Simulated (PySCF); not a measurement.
Species: C2H9Ge2NO.
Cartesian coordinates in Å at the PBE0-D3(BJ)/def2-SVP level; atoms count from 1:
```xyz
15
C2H9Ge2NO angstrom
O     -1.9931    2.0398    1.1642
C     -2.1031    0.8424    1.3267
N     -1.2433   -0.0797    0.8444
C     -0.0289    0.2417    0.1240
Ge     1.5585   -0.0257    1.2769
Ge     0.0196    2.0458   -0.7169
H     -2.9477    0.3881    1.8949
H     -1.4202   -1.0493    1.0808
H      0.0693   -0.4485   -0.7304
H      1.4861    0.9443    2.4681
H      2.8538    0.2041    0.4783
H      1.5365   -1.4755    1.8098
H      0.4113    3.1618    0.2568
H      1.1919    1.8793   -1.7234
H     -1.2466    2.3521   -1.5276
```

Theory: PBE0-D3(BJ)/def2-SVP geometry optimisation, gas phase (PySCF 2.14.0).

Masses are those of the commonest isotopes; rigid-rotor values at the optimised geometry. The values belong to one conformer with, in the numbering `[O:1]=[CH:2][NH:3][CH:4]([GeH3:5])[GeH3:6]`, O1–C2–N3–C4 3°, C2–N3–C4–Ge5 105°.

Question: Give the principal moments of inertia and the rotational constants in GHz.

Answer: Ia = 272.80, Ib = 511.39, Ic = 707.65 u·Å²; 505379 MHz·u·Å²/I gives 1853, 988.2 and 714.2 MHz, that is A = 1.8526, B = 0.9882, C = 0.7142 GHz.

Question: What kind of rotor is it?

Answer: An asymmetric top: κ = (2 × 988.2 − 1853 − 714.2)/(1853 − 714.2) = -0.52.

Question: What does the inertial defect say?

Answer: Not planar: Δ = Ic − Ia − Ib = -76.54 u·Å². For a rigid frame Δ = −2 Σ m c², so Σ m c² = 38.27 u·Å² lies off the ab plane: 11.03 from hydrogen and 27.24 from heavier atoms. The atom farthest from that plane is 1.81 Å away.

Question: Give the other two planar moments, Paa and Pbb, and the rms extents of the mass along the axes.

Answer: Paa = Σ m a² = (Ib + Ic − Ia)/2 = 473.12 and Pbb = Σ m b² = (Ia + Ic − Ib)/2 = 234.53 u·Å². With the mass M = 210.91 u, the rms extents √(P/M) along a, b and c are 1.50, 1.05, 0.43 Å.

Question: List the rotational levels J(Ka,Kc) to J = 5 (MHz).

Answer: Above 0(0,0):
J = 1: 1(0,1) 1702, 1(1,1) 2567, 1(1,0) 2841
J = 2: 2(0,2) 5052, 2(1,2) 5697, 2(1,1) 6520, 2(2,1) 9113, 2(2,0) 9168
J = 3: 3(0,3) 9951, 3(1,3) 10362, 3(1,2) 11999, 3(2,2) 14220, 3(2,1) 14484, 3(3,1) 19259, 3(3,0) 19266
J = 4: 4(0,4) 16304, 4(1,4) 16531, 4(1,3) 19222, 4(2,3) 20986, 4(2,2) 21705, 4(3,2) 26161, 4(3,1) 26210, 4(4,1) 33090, 4(4,0) 33091
J = 5: 5(0,5) 24065, 5(1,5) 24177, 5(1,4) 28101, 5(2,4) 29375, 5(2,3) 30840, 5(3,3) 34801, 5(3,2) 34988, 5(4,2) 41725, 5(4,1) 41732, 5(5,1) 50624, 5(5,0) 50624
Those of J = 1 are B + C, A + C and A + B.

Question: Predict some low-J microwave lines.

Answer: The dipole components are |μa| = 2.13 D, |μb| = 1.62 D, |μc| = 2.47 D. Intensities carry the squares of the components, which stand as 0.75 : 0.43 : 1.00 (a : b : c). Some lines, for components of 0.1 D or more:

| type | branch | J(Ka,Kc) | MHz | lower level (cm⁻¹) |
| --- | --- | --- | --- | --- |
| c | Q | 3(1,3) ← 3(0,3) | 411 | 0.332 |
| b | Q | 2(1,1) ← 2(0,2) | 1468 | 0.169 |
| b | R | 5(3,2) ← 4(4,1) | 1898 | 1.104 |
| b | Q | 3(1,2) ← 3(0,3) | 2049 | 0.332 |
| c | Q | 3(2,2) ← 3(1,2) | 2221 | 0.400 |
| b | Q | 4(2,2) ← 4(1,3) | 2483 | 0.641 |
| b | Q | 3(2,1) ← 3(1,2) | 2485 | 0.400 |
| c | Q | 2(2,1) ← 2(1,1) | 2593 | 0.217 |
| a | Q | 4(1,3) ← 4(1,4) | 2692 | 0.551 |
| b | R | 3(1,2) ← 2(2,1) | 2886 | 0.304 |
| b | Q | 5(1,4) ← 5(0,5) | 4036 | 0.803 |
| b | Q | 4(2,3) ← 4(1,4) | 4455 | 0.551 |
| b | Q | 4(3,1) ← 4(2,2) | 4505 | 0.724 |
| b | Q | 3(3,0) ← 3(2,1) | 4782 | 0.483 |
| a | R | 3(2,1) ← 2(2,0) | 5316 | 0.306 |
| b | R | 2(2,0) ← 1(1,1) | 6601 | 0.086 |
| b | Q | 5(4,1) ← 5(3,2) | 6744 | 1.167 |
| b | Q | 4(4,0) ← 4(3,1) | 6880 | 0.874 |
| b | Q | 4(4,1) ← 4(3,2) | 6929 | 0.873 |
| b | R | 3(2,2) ← 2(1,1) | 7700 | 0.217 |
| c | R | 3(2,1) ← 2(1,1) | 7964 | 0.217 |
| a | R | 5(2,4) ← 4(2,3) | 8389 | 0.700 |
| c | Q | 5(5,1) ← 5(4,1) | 8892 | 1.392 |
| b | R | 4(2,3) ← 3(1,2) | 8987 | 0.400 |
| b | R | 4(2,2) ← 3(1,3) | 11344 | 0.346 |
| c | R | 5(2,3) ← 4(1,3) | 11617 | 0.641 |
| c | R | 4(3,1) ← 3(2,1) | 11726 | 0.483 |
| c | R | 5(1,4) ← 4(0,4) | 11797 | 0.544 |

Question: Estimate the classical rotational partition function at 25 K, 50 K and 298.15 K.

Answer: Point group C1, symmetry number σ = 1; q = (√π/σ)·√((kT/h)³/(ABC)), k/h = 20836.6 MHz/K: 18400 at 25 K, 52100 at 50 K, 759000 at 298.15 K.

No PBE0-D3(BJ)/def2-SVP frequencies stand behind this structure, so it isn't proved a minimum. These are rigid-rotor constants of the computed structure; measured ground-state constants (B0) also hold zero-point vibration. A rigid rotor knows nothing of internal rotation, which can split or shift real lines. Quadrupole hyperfine structure (14N) is left out.
